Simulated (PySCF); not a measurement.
## CsB: one state, many levels of theory

State: ³Π (triplet), unpaired electrons σ ↑, π ↑. Set-up: basis Cs def2-TZVP with ECP46, B def2-TZVP; scalar-relativistic core potentials; PySCF 2.14. De refers to Cs + B in their high-spin ground configurations, without counterpoise correction. The functionals are run spin-unrestricted. A positive dipole means Cs(−)B(+).

```json
{"Level": "UHF", "Re (Å)": "3.197", "ωe (cm⁻¹)": "240", "De (eV)": "0.374", "μ (D)": "-11.41", "CPU s a point (SCF and correlation, without the integrals)": "0.22"}
{"Level": "UHF-MP2", "Re (Å)": "3.108", "ωe (cm⁻¹)": "244", "De (eV)": "0.70", "μ (D)": "n/a", "CPU s a point (SCF and correlation, without the integrals)": "0.33"}
{"Level": "UHF-SCS-MP2", "Re (Å)": "3.120", "ωe (cm⁻¹)": "243", "De (eV)": "0.60", "μ (D)": "n/a", "CPU s a point (SCF and correlation, without the integrals)": "n/a"}
{"Level": "UHF-CCSD", "Re (Å)": "3.135", "ωe (cm⁻¹)": "234", "De (eV)": "0.64", "μ (D)": "n/a", "CPU s a point (SCF and correlation, without the integrals)": "n/a"}
{"Level": "UHF-CCSD(T)", "Re (Å)": "3.132", "ωe (cm⁻¹)": "231", "De (eV)": "0.70", "μ (D)": "n/a", "CPU s a point (SCF and correlation, without the integrals)": "12"}
{"Level": "PBE", "Re (Å)": "3.116", "ωe (cm⁻¹)": "222", "De (eV)": "1.16", "μ (D)": "-7.20", "CPU s a point (SCF and correlation, without the integrals)": "0.67"}
{"Level": "revPBE", "Re (Å)": "3.149", "ωe (cm⁻¹)": "214", "De (eV)": "1.09", "μ (D)": "-7.36", "CPU s a point (SCF and correlation, without the integrals)": "0.37"}
{"Level": "PW91", "Re (Å)": "3.108", "ωe (cm⁻¹)": "226", "De (eV)": "1.19", "μ (D)": "-7.28", "CPU s a point (SCF and correlation, without the integrals)": "0.39"}
{"Level": "r²SCAN", "Re (Å)": "3.111", "ωe (cm⁻¹)": "234", "De (eV)": "1.21", "μ (D)": "-8.37", "CPU s a point (SCF and correlation, without the integrals)": "0.92"}
{"Level": "PBE0", "Re (Å)": "3.091", "ωe (cm⁻¹)": "237", "De (eV)": "1.05", "μ (D)": "-8.55", "CPU s a point (SCF and correlation, without the integrals)": "1"}
{"Level": "B97-3", "Re (Å)": "3.104", "ωe (cm⁻¹)": "238", "De (eV)": "1.01", "μ (D)": "-9.26", "CPU s a point (SCF and correlation, without the integrals)": "0.53"}
```

Q: Which functional lies closest to UHF-CCSD(T) in De, which farthest, and by how much do they differ from it?

A: Closest is B97-3 (-2.8 pm in Re, +3.0 % in ωe, +0.31 eV in De against UHF-CCSD(T) in the same basis), farthest r²SCAN (-2.1 pm in Re, +1.3 % in ωe, +0.51 eV in De). CCSD(T) converges more slowly with the basis than the functionals do and binds too weakly in this one, so the order can change at the basis-set limit.

Q: What does a quarter of exact exchange do here, going from PBE to PBE0?

A: PBE0 less PBE: -2.5 pm in Re, +6.8 % in ωe, -0.11 eV in De. Exact exchange removes part of the self-interaction that spreads semilocal densities, and in most molecules shortens and stiffens the bond and lowers De; so it does here.

Q: What does second-order correlation do here, going from UHF to UHF-MP2?

A: UHF-MP2 less UHF: -8.9 pm in Re, +1.7 % in ωe, +0.33 eV in De. Correlation nearly always deepens the well. The bond shortens, as in weak, metallic or heavy-atom bonds, where dispersion and the correlation of outer-core electrons pull the atoms together.

Correlated steps freeze 1 core orbital. Spin–orbit coupling is left out, which matters for elements this heavy, above all for dissociation energies. The state is the lowest determinant that a PBE0 search found; another state may lie lower at other levels.

The whole job (state search and all levels along the bond) took about 3 min on 1 thread of Arm Neoverse V2 (shared host), peak memory 1.1 GiB.
